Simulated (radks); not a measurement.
Ca+, 19 electrons, occupied as [Ar] 4s1 (the NIST ground configuration).

Calculated with a radial shooting solver on a logarithmic mesh with Libxc functionals: scalar-relativistic Kohn-Sham, PBE, spin-polarised, spherical densities, finite nucleus; open shells are filled with parallel spins first; Fermi nuclear charge, rms radius 3.4776 fm; hard spherical wall at 7 bohr.

Energy parts (hartree):
| part | energy |
|---|---|
| total | -680.09050 |
| kinetic | 684.80585 |
| electron-nucleus | -1610.85785 |
| Hartree | 281.80894 |
| exchange-correlation | -35.84744 |

Orbitals (lengths in bohr, moments of r in powers of bohr; r(max) is where P^2 peaks):
| orbital | occ. | eigenvalue (hartree) | <r^4> | r(max) |
|---|---|---|---|---|
| 1s up | 1 | -145.3806 | 0.0001626 | 0.05028 |
| 1s down | 1 | -145.3794 | 0.0001626 | 0.05028 |
| 2s up | 1 | -15.46995 | 0.04387 | 0.2999 |
| 2s down | 1 | -15.46865 | 0.04386 | 0.2999 |
| 2p up | 3 | -12.54360 | 0.03686 | 0.2466 |
| 2p down | 3 | -12.54236 | 0.03685 | 0.2466 |
| 3s up | 1 | -1.97169 | 3.882 | 0.9935 |
| 3s down | 1 | -1.96695 | 3.839 | 0.9937 |
| 3p up | 3 | -1.27026 | 6.435 | 1.048 |
| 3p down | 3 | -1.26417 | 6.262 | 1.048 |
| 3d up | 0 | -0.30080 | 53.42 | 1.257 |
| 3d down | 0 | -0.28333 | 42.79 | 1.239 |
| 4s up | 1 | -0.32796 | 210.2 | 3.111 |
| 4s down | 0 | -0.28319 | 193.0 | 3.022 |
| 4p up | 0 | -0.19724 | 295.6 | 3.571 |
| 4p down | 0 | -0.14577 | 275.4 | 3.459 |
| 5s up | 0 | 0.13736 | 556.8 | 5.223 |
| 5s down | 0 | 0.19203 | 562.8 | 5.190 |

The highest occupied level is 4s up at -8.924 eV. The pressure on the wall is 0.538 GPa. The spin density at the nucleus is 3.370 e/bohr^3 (1s 0.036, 2s 0.004, 3s -0.050, 4s 3.380). The density falls to 0.001 e/bohr^3 at r = 4.29 bohr. Spin moment in Bohr magnetons: 1.
